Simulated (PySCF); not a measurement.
B(Cl)(Me)(NCO) (C2H3BClNO), SMILES CB(Cl)N=C=O.

The structure is a stationary point at PBE0-D3(BJ)/def2-SVP. The structure was generated by enumeration, and PubChem lists no compound with its InChIKey, so it may never have been made. Other conformers were not sampled.

Two levels are set side by side: TDA-PBE/def2-SVPD (PySCF) and TDA-M06-2X/def2-SVPD (PySCF). Vertical, same geometry. The lowest singlet is HOMO→LUMO 100 % with PBE and HOMO→LUMO 93 % with the other functional; states are paired by order. Differences are taken from unrounded values.

```tsv
quantity	TDA-M06-2X
lowest singlet excitation (eV)	5.53
lowest triplet excitation (TDA) (eV)	5.38
first bright state (f over 0.05) (eV)	6.79
its oscillator strength	0.15
```

### Question
What does TDA-PBE give, and how far is it from TDA-M06-2X? (An estimate is asked for; the answer gives what the named calculation found.)

### Answer

```json
[
 {"quantity": "lowest singlet excitation (eV)", "TDA-PBE": "4.96", "TDA-PBE minus TDA-M06-2X": "-0.58"},
 {"quantity": "lowest triplet excitation (TDA) (eV)", "TDA-PBE": "4.78", "TDA-PBE minus TDA-M06-2X": "-0.60"},
 {"quantity": "first bright state (f over 0.05) (eV)", "TDA-PBE": "6.14", "TDA-PBE minus TDA-M06-2X": "-0.65"},
 {"quantity": "its oscillator strength", "TDA-PBE": "0.17", "TDA-PBE minus TDA-M06-2X": "0.01"}
]
```

Functionals without exact exchange tend to place singlet excitations lower, as here. Differences between two approximate levels are no errors against the true value.

Rough cost on one machine, each run with all the roots and properties that it gave: TDA-M06-2X against TDA-PBE about 10 times.
